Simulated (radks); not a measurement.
Te XXXIV, 19 electrons, occupied as [Ar] 3d1. All-electron calculation, scalar-relativistic Kohn-Sham, LB94 model potential, spin-polarised, spherical densities, finite nucleus; open shells are filled with parallel spins first (spin-orbit coupling, left out, can overturn this in heavy ions); Fermi nuclear charge, rms radius 4.7423 fm. Program: a radial shooting solver on a logarithmic mesh with Libxc functionals.

Normalised radial functions P(r) = r R(r), r in bohr:

```
   r/bohr * 2p up (the largest magnitude, 3.03, reaches the edge; | marks zero)
 0.001384 *
 0.001759 *
 0.002218 *
  0.00282 |*
 0.003585 |*
 0.004557 |*
 0.005793 | *
 0.007306 |  *
 0.009287 |    *
  0.01181 |      *
  0.01501 |          *
  0.01908 |              *
  0.02406 |                    *
  0.03059 |                            *
  0.03889 |                                    *
  0.04943 |                                            *
  0.06284 |                                                   *
  0.07925 |                                                      *
   0.1007 |                                                   *
   0.1281 |                                           *
   0.1628 |                              *
    0.207 |                 *
   0.2631 |       *
   0.3318 |  *
   0.4218 |*
   0.5363 *
   0.6817 *
   0.8667 *
    1.093 *
    1.389 *
    1.766 *
```

2p up: eigenvalue -6084.9 eV, 0 radial nodes, <r> = 0.104 bohr, 90 % of the charge inside 0.168 bohr.
